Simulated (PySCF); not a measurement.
Species: C2H8Ge2S.
Z-matrix (Å and degrees, PBE0-D3(BJ)/def2-SVP geometry), rows numbered from 1:
```
C 
C   1  1.4924
S   2  1.6252  1  123.68
Ge  2  1.9759  1  118.10  3   176.91
Ge  4  2.4226  2  105.60  1   -96.94
H   1  1.1040  2  110.43  3  -125.93
H   1  1.1043  2  109.71  3   117.75
H   1  1.0992  2  111.61  3    -3.62
H   4  1.5350  2  108.85  1   142.87
H   4  1.5464  2  110.52  1    22.29
H   5  1.5397  4  111.52  2   174.70
H   5  1.5407  4  109.14  2    54.71
H   5  1.5377  4  109.49  2   -64.26
```

Method: PySCF 2.14.0, PBE0-D3(BJ)/def2-SVP geometry optimisation, gas phase.

Masses are those of the commonest isotopes; rigid-rotor values at the optimised geometry. The values belong to one conformer with, in the numbering `[CH3:1][C:2](=[S:3])[GeH2:4][GeH3:5]`, C1–C2–Ge4–Ge5 -97°.

(1) What are A, B and C (cm⁻¹)?

(2) What kind of rotor is it?

(3) What does the inertial defect say?

(4) Where do the levels up to J = 3 lie, in K?

(5) Which types of transition are allowed, and where do some lines up to J = 2 fall?

(6) Estimate the classical rotational partition function at 25 K, 298.15 K and 500 K.

Results:

(1) Ia = 220.63, Ib = 610.86, Ic = 679.05 u·Å²; 505379 MHz·u·Å²/I gives 2291, 827.3 and 744.2 MHz, that is A = 0.07641, B = 0.02760, C = 0.02483 cm⁻¹.

(2) An asymmetric top: κ = (2 × 827.3 − 2291 − 744.2)/(2291 − 744.2) = -0.89.

(3) Not planar: Δ = Ic − Ia − Ib = -152.45 u·Å². For a rigid frame Δ = −2 Σ m c², so Σ m c² = 76.23 u·Å² lies off the ab plane: 19.90 from hydrogen and 56.33 from heavier atoms. The atom farthest from that plane is 2.45 Å away.

(4) Above 0(0,0), as E/k:
J = 1: 1(0,1) 0.075, 1(1,1) 0.146, 1(1,0) 0.150
J = 2: 2(0,2) 0.226, 2(1,2) 0.293, 2(1,1) 0.304, 2(2,1) 0.515, 2(2,0) 0.515
J = 3: 3(0,3) 0.452, 3(1,3) 0.513, 3(1,2) 0.537, 3(2,2) 0.741, 3(2,1) 0.742, 3(3,1) 1.103, 3(3,0) 1.103
The levels of one J sum to (2J + 1)J(J + 1)(A + B + C)/3.

(5) The dipole components are |μa| = 0.53 D, |μb| = 1.40 D, |μc| = 1.37 D. Intensities carry the squares of the components, which stand as 0.14 : 1.00 : 0.95 (a : b : c). Some lines, for components of 0.1 D or more:

```
type  branch         J(Ka,Kc)   MHz  lower level (cm⁻¹)
   c       Q  2(1,2) ← 2(0,2)  1384               0.157
   c       Q  1(1,1) ← 1(0,1)  1463               0.052
   a       R  1(0,1) ← 0(0,0)  1572               0.000
   b       R  1(1,1) ← 0(0,0)  3035               0.000
   a       R  2(1,1) ← 1(1,0)  3226               0.104
   c       Q  2(2,1) ← 2(1,1)  4390               0.212
   b       R  2(1,2) ← 1(0,1)  4523               0.052
   c       R  2(1,1) ← 1(0,1)  4773               0.052
   b       R  2(2,1) ← 1(1,0)  7616               0.104
   c       R  2(2,0) ← 1(1,0)  7619               0.104
   c       R  2(2,1) ← 1(1,1)  7699               0.101
   b       R  2(2,0) ← 1(1,1)  7702               0.101
```

(6) Point group C1, symmetry number σ = 1; q = (√π/σ)·√((kT/h)³/(ABC)), k/h = 20836.6 MHz/K: 17700 at 25 K, 731000 at 298.15 K, 1590000 at 500 K.

Whether it is a minimum is left open (no frequencies). These are rigid-rotor constants of the computed structure; measured ground-state constants (B0) also hold zero-point vibration. A rigid rotor knows nothing of internal rotation, which can split or shift real lines.
